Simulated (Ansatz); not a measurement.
Cartesian coordinates (Å):
```xyz
7

O     -0.5523    -1.0448    -0.0561
B      0.2044     0.1028     0.0120
O      1.5578    -0.0197     0.0669
O     -0.2934     1.3755     0.0296
H     -1.5003    -0.9175    -0.0933
H      1.8306    -0.9390     0.0503
H     -1.2469     1.4426    -0.0095
```
Charge 0, spin multiplicity 1.

Method: frozen-core CCSD(T)/cc-pVTZ // PBE0-D3(BJ)/def2-TZVP (Ansatz, an electronic-structure program).

- HF energy = -251.29394 Ha
- MP2 correlation energy = -0.81796 Ha

### Question
Estimate the CCSD correlation energy, the (T) correction, the total energy and the T1 diagnostic.

### Answer

```
Item                            Result
-----------------------  -------------
CCSD correlation energy    -0.82671 Ha
(T) correction             -0.02906 Ha
CCSD(T) total energy     -252.14972 Ha
T1 diagnostic                    0.011
```
